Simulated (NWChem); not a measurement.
Molecule: C2H4O3Si; SMILES O=C1OC[SiH2]O1

```xyz
10

O     -0.4007    -2.3000     0.0000
C     -0.1448    -1.1421     0.0000
O      1.1276    -0.6794     0.0000
C      1.3277     0.7301     0.0000
Si    -0.4446     1.4194     0.0000
O     -1.0701    -0.1568     0.0000
H      1.9154     1.0064     0.8898
H      1.9154     1.0064    -0.8898
H     -0.8545     2.1536    -1.2245
H     -0.8545     2.1536     1.2245
```
Atoms are numbered in this order, from 1.

Program: NWChem. Pople sets run with spherical d functions. STO-3G and 3-21G are far too small for this property and stand as cheap habits. Geometry: optimised at PBE0/def2-SVP. Field at 589 nm.

```json
[
 {"level": "B3LYP/STO-3G", "isotropic polarisability (bohr³)": "28.2", "anisotropy (bohr³)": "20.2", "relative time": "1"},
 {"level": "B3LYP/6-31G*", "isotropic polarisability (bohr³)": "47.6", "anisotropy (bohr³)": "19.6", "relative time": "5"},
 {"level": "B3LYP/def2-SVP", "isotropic polarisability (bohr³)": "49.2", "anisotropy (bohr³)": "18.8", "relative time": "5"}
]
```

Times are rough ratios from one shared machine.
